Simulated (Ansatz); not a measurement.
The inner images of a band of BClFH + ClH (6 atoms, charge 0, multiplicity 1) are given out of order.

Computed with RKS B3LYP-D4/cc-pVDZ (Ansatz 0.2.0).

First end point:

```xyz
6
Properties=species:S:1:pos:R:3
B 0.041 0.423 -0.186
H 0.287 0.913 0.878
F 1.006 0.146 -1.051
Cl -1.632 0.125 -0.670
Cl 0.323 -2.372 1.457
H -0.888 -2.135 1.863
```

Last end point:

```xyz
6
Properties=species:S:1:pos:R:3
B -0.011 -0.741 -0.578
H -0.039 0.442 2.198
F 0.926 0.189 -0.472
Cl -1.620 -0.278 -1.103
Cl 0.391 -2.408 -0.200
H -0.511 -0.103 2.444
```

Question: Put them in order from the first end to the last, with their energies above the first end.
A.
```xyz
6
Properties=species:S:1:pos:R:3
B -0.107 -0.246 0.051
H -0.095 0.274 1.267
F 1.044 -0.009 -0.585
Cl -1.673 0.055 -0.726
Cl -0.010 -2.218 0.845
H -0.022 -0.755 1.437
```
B.
```xyz
6
Properties=species:S:1:pos:R:3
B -0.028 -0.676 -0.436
H -0.236 0.400 1.934
F 1.000 0.155 -0.525
Cl -1.629 -0.108 -0.878
Cl 0.254 -2.332 0.089
H -0.223 -0.340 2.107
```
C.
```xyz
6
Properties=species:S:1:pos:R:3
B -0.075 -0.579 -0.170
H -0.192 0.296 1.562
F 1.014 0.117 -0.479
Cl -1.647 -0.008 -0.741
Cl 0.123 -2.268 0.428
H -0.085 -0.457 1.689
```
D.
```xyz
6
Properties=species:S:1:pos:R:3
B -0.106 0.199 -0.059
H -0.060 0.481 1.111
F 1.015 0.026 -0.740
Cl -1.656 0.143 -0.883
Cl -0.039 -2.475 1.179
H -0.017 -1.274 1.682
```
E.
```xyz
6
Properties=species:S:1:pos:R:3
B -0.033 0.354 -0.187
H 0.076 0.666 0.965
F 1.040 0.175 -0.943
Cl -1.623 0.218 -0.934
Cl 0.065 -2.528 1.215
H -0.387 -1.784 2.174
```

Answer: E (+0.02 eV), D (+0.13 eV), A (+1.08 eV), C (-0.04 eV), B (-0.49 eV).

Time of the run: 6 min on 1 thread of Arm Neoverse V2 (shared host), peak memory 0.14 GiB.
